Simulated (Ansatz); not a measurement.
`[SiH3][SiH2]BC=S` and `CBC=S` differ in one atom or group.

Ansatz, PBE0-D4/def2-TZVP geometries, multiplicity 1. Each molecule was computed in one conformer, which needn't be the lowest. `[SiH3][SiH2]BC=S` holds a close contact that its SMILES doesn't draw: S···B 2.18 Å.

```json
{"property": "size of the dipole moment (B3LYP/def2-TZVPP) / D", "`[SiH3][SiH2]BC=S`": "2.04"}
{"property": "size of the dipole moment (PBE/def2-TZVPP) / D", "`[SiH3][SiH2]BC=S`": "1.90"}
{"property": "HOMO–LUMO gap (PBE/def2-TZVPP) / eV", "`[SiH3][SiH2]BC=S`": "2.48"}
{"property": "HOMO energy (B3LYP/def2-TZVPP) / eV", "`[SiH3][SiH2]BC=S`": "-7.21"}
{"property": "LUMO energy (ωB97M-V/def2-TZVPP) / eV", "`[SiH3][SiH2]BC=S`": "-0.89"}
{"property": "LUMO energy (PBE/def2-TZVPP) / eV", "`[SiH3][SiH2]BC=S`": "-3.87"}
```

(1) Give the same properties after the change, and the shifts. (Best estimate.)

## Answers

(1) Computed: 
```tsv
property	`CBC=S`	shift
size of the dipole moment (B3LYP/def2-TZVPP) / D	1.42	-0.62
size of the dipole moment (PBE/def2-TZVPP) / D	1.31	-0.59
HOMO–LUMO gap (PBE/def2-TZVPP) / eV	2.31	-0.17
HOMO energy (B3LYP/def2-TZVPP) / eV	-6.73	0.48
LUMO energy (ωB97M-V/def2-TZVPP) / eV	-0.39	0.50
LUMO energy (PBE/def2-TZVPP) / eV	-3.52	0.35
```

Dipoles are sizes alone; their direction can turn.

B3LYP here is the variant with VWN-RPA as its local correlation; programs differ in this.
